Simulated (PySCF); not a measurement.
C$_{3}$H$_{9}$OSi (SMILES CO[Si](C)C), doublet, at a GFN2-xTB geometry. Base run: MP2/3-21G run with PySCF.

PySCF was given this input:
```python
from pyscf import gto, scf, mp

mol = gto.Mole()
mol.atom = '''
    C     1.90452480   -0.70742963    0.64244582
    O     1.20840243   -0.12648447   -0.42931285
    Si   -0.36583798    0.29422034   -0.54235485
    C    -0.83913476    1.63795260    0.73014405
    C    -1.52376810   -1.21199279   -0.34399243
    H     1.48460471   -1.68420376    0.89482328
    H     1.86586362   -0.06496564    1.52554104
    H     2.94303746   -0.83234589    0.33546628
    H    -1.84761689    2.00357650    0.56766526
    H    -0.79341441    1.24124988    1.74503572
    H    -0.16576344    2.48882457    0.67896605
    H    -1.47564350   -1.60389767    0.67265625
    H    -1.24891015   -2.01669610   -1.02001637
    H    -2.55737663   -0.94993177   -0.54425128
'''
mol.basis = '3-21g'
mol.spin = 1
mol.verbose = 4
mol.build()

mf = scf.UHF(mol)
mf.kernel()

pt = mp.MP2(mf)
pt.kernel()
print('E(MP2) = %.10f' % pt.e_tot)
```

Variants of this job, named by their change:

```json
[
 {"change": "base", "ΔE vs base (kcal/mol)": "0.000", "MP2 correlation (Eh)": "-0.44142", "basis functions": "67", "core-seconds (rough)": "0.7"},
 {"change": "cart = on", "ΔE vs base (kcal/mol)": "0.000", "MP2 correlation (Eh)": "-0.44142", "basis functions": "67", "core-seconds (rough)": "0.7"},
 {"change": "method = ccsd(t)", "ΔE vs base (kcal/mol)": "___", "MP2 correlation (Eh)": "-0.44142", "basis functions": "67", "core-seconds (rough)": "60"},
 {"change": "frozen = 8", "ΔE vs base (kcal/mol)": "7.86", "MP2 correlation (Eh)": "-0.42890", "basis functions": "67", "core-seconds (rough)": "0.6"},
 {"change": "method = cisd", "ΔE vs base (kcal/mol)": "___", "MP2 correlation (Eh)": "-", "basis functions": "67", "core-seconds (rough)": "8"},
 {"change": "density fitting = JK and correlation", "ΔE vs base (kcal/mol)": "0.283", "MP2 correlation (Eh)": "-0.44120", "basis functions": "67", "core-seconds (rough)": "0.6"},
 {"change": "method = ccsd", "ΔE vs base (kcal/mol)": "-31.00", "MP2 correlation (Eh)": "-0.44142", "basis functions": "67", "core-seconds (rough)": "20"},
 {"change": "frozen = 10", "ΔE vs base (kcal/mol)": "34.22", "MP2 correlation (Eh)": "-0.38689", "basis functions": "67", "core-seconds (rough)": "0.6"},
 {"change": "frozen = 9", "ΔE vs base (kcal/mol)": "8.29", "MP2 correlation (Eh)": "-0.42822", "basis functions": "67", "core-seconds (rough)": "0.6"}
]
```

**Question.** Fill in the missing entries.

**Answer.** 
- method = ccsd(t), ΔE vs base (kcal/mol): -38.12
- method = cisd, ΔE vs base (kcal/mol): 11.38

Open shells are given as the SCF converged; they aren't shown to be the lowest states, and a large step between rows can be another state.
